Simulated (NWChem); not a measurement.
Program: NWChem. System: AgCl, charge 0, spin multiplicity 1, at a geometry optimised with PBE0/def2-SVP with def2 effective core potentials on Ag. The structure started from a generated list of species. Level: HF/def2-SVPD with def2 effective core potentials on Ag.

Part of the output:

```
             Northwest Computational Chemistry Package (NWChem) 7.3.0
             --------------------------------------------------------

                                NWChem Input Module
                                -------------------

 Scaling coordinates for geometry "geometry" by  1.889725989
 (inverse scale =  0.529177249)

 Turning off AUTOSYM since
 SYMMETRY directive was detected!

                             Geometry "geometry" -> ""
                             -------------------------

 Output coordinates in angstroms (scale by  1.889725989 to convert to a.u.)

  No.       Tag          Charge          X              Y              Z
 ---- ---------------- ---------- -------------- -------------- --------------
    1 Ag                  47.0000     0.00000000     0.00000000    -0.61122200
    2 Cl                  17.0000     0.00000000     0.00000000     1.68985000

 Effective nuclear repulsion energy (a.u.)     183.7459331784

            Nuclear Dipole moment (a.u.)
            ----------------------------
        X                 Y               Z
 ---------------- ---------------- ----------------
     0.0000000000     0.0000000000     0.0000302356

      Symmetry information
      --------------------

 Group name             C2v
 Group number             16
 Group order               4
 No. of unique centers     2

      Symmetry unique atoms

     1    2


 Summary of "ao basis" -> "" (spherical)
 ------------------------------------------------------------------------------
       Tag                 Description            Shells   Functions and Types
 ---------------- ------------------------------  ------  ---------------------
 *                         def2-svpd                  on all atoms

                                 NWChem DFT Module
                                 -----------------

 Summary of "ao basis" -> "ao basis" (spherical)
 ------------------------------------------------------------------------------
       Tag                 Description            Shells   Functions and Types
 ---------------- ------------------------------  ------  ---------------------
 Ag                        def2-svpd                12       34   5s4p2d1f
 Cl                        def2-svpd                11       27   5s4p2d

 Summary of "ao basis" -> "ao basis" (spherical)
 ------------------------------------------------------------------------------
       Tag                 Description            Shells   Functions and Types
[...]
     0   0 0 0     -0.000000    -18.000000    -18.000000     36.000000

     1   1 0 0      0.000000      0.000000      0.000000      0.000000
     1   0 1 0     -0.000000     -0.000000     -0.000000      0.000000
     1   0 0 1     -2.864129    -17.602669    -17.602669     32.341209

     2   2 0 0    -23.251575    -11.625788    -11.625788      0.000000
     2   1 1 0     -0.000000     -0.000000     -0.000000      0.000000
     2   1 0 1      0.000000      0.000000      0.000000      0.000000
     2   0 2 0    -23.251575    -11.625788    -11.625788      0.000000
     2   0 1 1      0.000000      0.000000      0.000000      0.000000
     2   0 0 2    -25.994131   -112.350031   -112.350031    198.705930

 *** CALLING NEW AORESP DRIVER FOR CLOSED AND OPEN SHELLS ***
 Entering AOResponse driver routine

--------------------------------------------------------------------------------

          ****************
          *** RESPONSE ***
          ****************

 Response module for NWChem and dynamic CPKS solver

          -----------------------------------------------
          Solving response equations for perturbing field
          -----------------------------------------------

 number of frequencies:     1
 frequency in a.u.:  0.7730000E-01
 Perturbing field: electric
 Using El. Dipole Length Gauge

 Setting up CPKS with frequency omega =      0.07730000 a.u.

                            NWChem Dynamic CPHF Module
                            --------------------------

    scftype = RHF
    nclosed =   18
      nopen =    0
  variables =     1548
  num. vecs =        3
  tolerance =   1.0D-04
  max. iter =   50

 SCF residual:    1.7822230010543079E-005

Iterative solution of linear equations
  No. of variables     1548
  No. of equations        3
  Maximum subspace       30
       Convergence  1.0D-04

 ga_lkain filestub:cphf_sol
 ga_lkain filesoln:./mol.cphf_sol

   iter   nsub   residual    time
   ----  ------  --------  ---------
     1      3    1.30D+00       4.6
     2      6    6.64D-01       7.8
     3      9    2.63D-01      11.1
     4     12    1.59D-01      14.3
     5     15    6.88D-02      17.5
     6     18    2.52D-02      20.7
     7     21    9.56D-03      24.0
     8     24    1.80D-03      27.2
     9     27    1.51D-03      30.4
    10     30    3.65D-04      33.6
    11     30    2.52D-05      36.8

 Electric Dipole Response Matrix (nonzero elements):

              1        2        3
    1   30.6743   0.0000  -0.0000
    2    0.0000  30.6743   0.0000
    3   -0.0000   0.0000  42.0158

 ------------------------------------------
 average:        34.45480 + I       0.00000

 DFT Linear Response polarizability / au
 Frequency  =       0.0773000 / au
 Wavelength =     589.4353558 / nm
              X              Y              Z
 -----------------------------------------------
 X      30.6743278      0.0000000     -0.0000000
 Y       0.0000000     30.6743278      0.0000000
 Z      -0.0000000      0.0000000     42.0157540
 -----------------------------------------------
 Eigenvalues =      30.6743278     30.6743278     42.0157540
 Isotropic   =      34.4548032
 Anisotropic =      11.3414261
 -----------------------------------------------

 Magnetic Dipole Response Matrix (nonzero elements):
 Optical rotation tensor Beta

              1        2        3
    1   -0.0000  30.0153   0.0000
    2  -30.0153  -0.0000   0.0000
    3    0.0000   0.0000   0.0000

 ------------------------------------------
 average:        -0.00000 + I       0.00000

 Exiting AOResponse driver routine

          -------------
          Dipole Moment
          -------------

 Center of charge (in au) is the expansion point
         X =       0.0000000 Y =       0.0000000 Z =       0.8983669

   Dipole moment        2.8641294593 A.U.
             DMX        0.0000000000 DMXEFC        0.0000000000
             DMY       -0.0000000000 DMYEFC        0.0000000000
             DMZ       -2.8641294593 DMZEFC        0.0000000000
   -EFC- dipole         0.0000000000 A.U.
   Total dipole         2.8641294593 A.U.

   Dipole moment        7.2799459628 Debye(s)
             DMX        0.0000000000 DMXEFC        0.0000000000
             DMY       -0.0000000000 DMYEFC        0.0000000000
             DMZ       -7.2799459628 DMZEFC        0.0000000000
   -EFC- dipole         0.0000000000 DEBYE(S)
   Total dipole         7.2799459628 DEBYE(S)

 1 a.u. = 2.541766 Debyes

 Task  times  cpu:       36.9s     wall:       36.9s

 Total times  cpu:       36.9s     wall:       36.9s
```

Question: Write an NWChem input that would produce this output.

Answer: One answer among several that fit: 
```
start mol
memory heap 200 mb stack 900 mb global 1100 mb
geometry units angstroms nocenter noautoz
  Ag     0.000000     0.000000    -0.611222
  Cl     0.000000     0.000000     1.689850
  symmetry group C2v
end
basis spherical
  * library def2-svpd
end
ecp
  Ag library def2-ecp
end
dft
  xc hfexch
  semidirect memsize 60000000 filesize 0
  iterations 100
end
property
  dipole
  response 1 0.0773
end
task dft property
```
